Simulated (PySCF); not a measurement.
Si(H)2(Me)2 (C₂H₈Si), SMILES [SiH2](C)C. Atoms are numbered in the order given.

```xyz
11

Si     0.0000     0.0000    -0.5500
C      1.5525     0.0000     0.5124
C     -1.5525     0.0000     0.5124
H      0.0000     1.2076    -1.4373
H      0.0000    -1.2076    -1.4373
H      1.5877    -0.8906     1.1608
H      2.4626     0.0000    -0.1083
H      1.5877     0.8906     1.1608
H     -2.4626     0.0000    -0.1083
H     -1.5877    -0.8906     1.1608
H     -1.5877     0.8906     1.1608
```

Geometry optimised at r2SCAN-D4/def2-SVP. The isomer is the one that the SMILES or the coordinates give; other isomers of the formula were not compared.

Computed with PBE0/def2-TZVPD in PySCF.

Problem. Estimate the frontier levels, gap, dipole moment and polarisability. (The exact figures need the calculation; the answer reports its results.)

Solution. 
- highest occupied level = -8.82 eV
- lowest empty level = 0.31 eV
- orbital gap = 9.13 eV
- dipole moment = 0.79 D
- quadrupole, principal values (traceless, Buckingham form, about the centre of nuclear charge) = -1.09, -0.18, 1.27 D·Å
- mean static polarisability = 55.7 bohr³ (8.25 Å³)
- polarisability, principal values = 50.7, 54.9, 61.4 bohr³
